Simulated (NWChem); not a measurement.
Molecule: NbN₂H₃F₂; SMILES [NH]=[Nb]([F])([NH2])[F]

```xyz
8

Nb     0.0000    -0.0326    -0.0311
N     -0.0005     0.5082    -1.6822
H     -0.0006     0.6950    -2.6801
F     -1.5483    -1.0357     0.3477
F      1.5505    -1.0324     0.3478
N     -0.0018     1.6369     0.9801
H     -0.0028     2.5835     0.6131
H     -0.0019     1.6557     1.9994
```
Atoms are numbered in this order, from 1.

Results from NWChem. Structure relaxed at the PBE0/def2-SVP level. Not confirmed as a minimum by frequencies. def2 effective core potentials on Nb; no spin-orbit coupling. B3LYP is NWChem's, with the RPA form of VWN correlation.

**Question.** What does the run give for B3LYP/def2-SVP? Quantities: highest occupied level (eV); orbital gap (eV); dipole (D).

**Answer.** 
```yaml
highest occupied level (eV): -7.79
orbital gap (eV): 6.55
dipole (D): 2.68
```
